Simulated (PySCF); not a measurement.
## HRu(OH), quintet: data card

These are results of UPBE0/[Ru def2-TZVP with ECP28, H def2-TZVP, O def2-TZVP], scalar-relativistic core potentials, density fitting, no spin–orbit coupling, PySCF, not measurements.

The structure is a minimum.

Z-matrix (Å, degrees; charge 0 multiplicity 5):
```
Ru
H  1 1.6688
O  1 1.9101 2 156.65
H  3 0.9585 1 129.20 2 0.00
```

* Point group: Cs
* Bond lengths: O–H 0.959 Å, Ru–H 1.669 Å, Ru–O 1.910 Å
* Bond angles: H–O–Ru 129.2°, H–Ru–O 156.6°
* Principal quadrupole moments (Buckingham, traceless) about the centre of mass: -8.56, 1.27, 7.29 D Å
* Highest occupied level (β): -6.81 eV
* Entropy at 298.15 K and 1 bar (electronic part: spin only): 277.8 J/(mol K)
* Rotational constants: 17.27, 0.2867, 0.282 cm⁻¹
* Atomisation energy without zero-point energy: 1015 kJ/mol
* Heat capacity Cp at 298.15 K: 55.0 J/(mol K)
* Lowest empty level (β): -3.11 eV
* Spin squared ⟨S²⟩: 6.011
* Principal polarisabilities: 33.3, 35.8, 56.2 bohr³
* Rotational symmetry number: 1
* Enthalpy at 298.15 K above 0 K: 12.65 kJ/mol
* Zero-point energy: 46.0 kJ/mol
* Dipole moment: 0.70 D

Harmonic modes (masses in u: Ru 101.904, H 1.008, O 15.995):
| symmetry | ω (cm⁻¹) | IR (km/mol) |
| --- | --- | --- |
| a' | 343 | 86.1 |
| a'' | 353 | 161 |
| a' | 574 | 121 |
| a' | 645 | 98.2 |
| a' | 1863 | 225 |
| a' | 3909 | 122 |

Charges (e):
```tsv
atom	Mulliken	Löwdin	polar tensor	spin (Mulliken)	Mayer order to Ru1
Ru1	0.56	0.38	0.88	3.75	–
H2	-0.12	-0.13	-0.32	-0.03	0.97
O3	-0.77	-0.40	-0.86	0.29	0.88
H4	0.33	0.15	0.29	0.00	0.01
```
Other Mayer orders above 0.3: O–H 0.88.

Mulliken populations on Ru1 (electrons outside its core potential): s 2.69, p 6.25, d 6.48, f 0.01.

This need not be the most stable arrangement of these atoms. With open d or f shells other occupations or spin states may lie lower.

The final relaxation and frequency run took 48 s on 2 threads of a shared AMD EPYC 9R45 96-Core (Zen 5) host, with 83 basis functions and 20 gradients; the process peaked at 0.98 GiB. Launch command: `OMP_NUM_THREADS=2 python axn.py task.json out`.
